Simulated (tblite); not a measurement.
C5H10OSi.
Z-matrix (Å and degrees, GFN2-xTB geometry), rows numbered from 1:
```
C 
O   1  1.4045
C   2  1.3659  1  117.51
C   3  1.3303  2  128.32  1     0.19
C   4  1.4677  3  124.94  2   179.40
C   5  1.5359  4  120.87  3    25.73
Si  6  1.8746  5   67.24  4  -113.31
H   1  1.0890  2  106.14  3   179.48
H   1  1.0955  2  111.42  3   -61.46
H   1  1.0955  2  111.38  3    60.51
H   3  1.0802  2  109.11  1  -179.72
H   4  1.0808  3  120.08  2     0.93
H   5  1.0844  4  111.84  3   163.91
H   6  1.0801  5  115.92  7   114.54
H   6  1.0816  5  114.74  7  -113.58
H   7  1.4493  5  116.89  6  -105.34
H   7  1.4523  5  118.58  6   102.91
```

All values are computed: GFN2-xTB (tblite) harmonic vibrations without scaling, gas phase. Against measured fundamentals such values can be off by several per cent, at times by over 20. Modes of hydrogen on silicon can be 10 to 20 % off. One conformer, not necessarily the lowest.

Harmonic wavenumbers (cm⁻¹): 53.0, 97.6, 175.5, 208.6, 243.4, 249.3, 353.0, 400.9, 464.0, 480.4, 525.2, 626.0, 660.8, 710.0, 723.5, 741.3, 755.7, 923.3, 941.2, 964.5, 976.1, 1040.4, 1065.7, 1124.3, 1144.1, 1150.0, 1190.5, 1276.6, 1299.3, 1325.7, 1401.4, 1443.1, 1469.7, 1489.5, 1701.7, 2352.5, 2382.8, 2918.0, 2936.3, 3019.6, 3023.3, 3057.9, 3071.0, 3077.2, 3085.3.

A = 6023, B = 944.8, C = 932.6 MHz; mass 114.050 u (most abundant isotopes); point group C1, symmetry number 1.

Task: What is the zero-point energy?

Result: ½Σν̃ = 29160 cm⁻¹ = 348.83 kJ/mol.

Task: What is S at 500 K and 1 bar for an ideal gas of classical rigid rotors and harmonic oscillators?

Result: Translation 178.68, rotation 125.67, vibration 172.89: S = 477.2 J/(mol K).

Task: And Cp and H(500 K) − H(0)?

Result: Cp = 216.09 J/(mol K), of which vibrations give 182.83 (their classical limit is 45 R = 374.2); H(500 K) − H(0) = 63.03 kJ/mol without the zero-point energy, 46.40 from vibrations.

Task: How do the functions run with temperature in this model?

Result: 
```tsv
T (K)	S (J/(mol K))	Cp (J/(mol K))	H − H(0) (kJ/mol)	G − H(0) (kJ/mol)	ln q(vib)
100	274.9	67.4	4.81	-22.68	1.12
200	333.7	107.0	13.52	-53.23	3.07
300	384.8	147.6	26.26	-89.19	5.19
800	594.1	280.6	138.40	-336.91	16.17
1000	659.9	308.6	197.46	-462.46	20.24
```

q(vib) and H(0) count from the zero-point level.

Task: What must be added to the electronic energy to get the Gibbs energy at 500 K and 1 bar?

Result: ZPE + [H(500 K) − H(0)] − T·S = 348.83 + 63.03 − 238.62 = 173.24 kJ/mol.

Task: Blend soft modes into free rotors: weight 1/[1 + (100 cm⁻¹/ν̃)⁴] for the oscillator and the rest for a rotor with moment μB/(μ + B), μ = h/(8π²ν), B = 10⁻⁴⁴ kg m². What vibrational entropy results?

Result: 163.39 J/(mol K) in place of 172.89, which changes −T·S at 500 K by +4.75 kJ/mol.

Hindered rotation and anharmonicity are outside this model. Other conformers, if any are populated, would add a mixing term that is left out. The structure is chiral; the term R ln 2 for an equal mix with its mirror image is left out.

Hardware: one thread of an Arm Neoverse V1, no GPU (shared host). Cost: 0.53 s of wall time. This covers the Hessian and the dipole derivatives.
